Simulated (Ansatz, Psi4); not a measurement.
Two rigid molecules brought together: F2Mg ··· H2S (SMILES [F][Mg][F] and S). Monomers: optimised at B3LYP-D3(BJ) (def2-TZVP), held rigid. Orientation: lowest of the rigid-body minima from ten starts at GFN2-xTB. R is the distance of the centres of mass, along which the second monomer moves. The table gives interaction energies.

| R / Å | A | B | C |
|---|---|---|---|
| 2.22 | 7.26 | 10.87 | 13.20 |
| 2.43 | -4.47 | -2.11 | -0.74 |
| 2.60 | -8.19 | -6.37 | -5.55 |
| 2.79 | -9.31 | -7.86 | -7.45 |
| 3.04 | -8.63 | -7.45 | -7.37 |
| 3.31 | -7.01 | -6.06 | -6.15 |
| 3.58 | -5.39 | -4.62 | -4.78 |
| 4.08 | -3.12 | -2.67 | -2.81 |
| 4.78 | -1.45 | -1.27 | -1.33 |
| 5.79 | -0.53 | -0.50 | -0.52 |
| 7.13 | -0.17 | -0.18 | -0.19 |

Energies in kcal/mol.

### Question
Match the curves with the methods CCSD on RHF/aug-cc-pVDZ, frozen core, counterpoise-corrected (Ansatz, a first-principles code); PBE/def2-TZVP, counterpoise-corrected (Psi4); DF-SCS-MP2/aug-cc-pVTZ, frozen core, counterpoise-corrected in Psi4.

### Answer
A is PBE/def2-TZVP; B is SCS-MP2/aug-cc-pVTZ; C is CCSD/aug-cc-pVDZ.
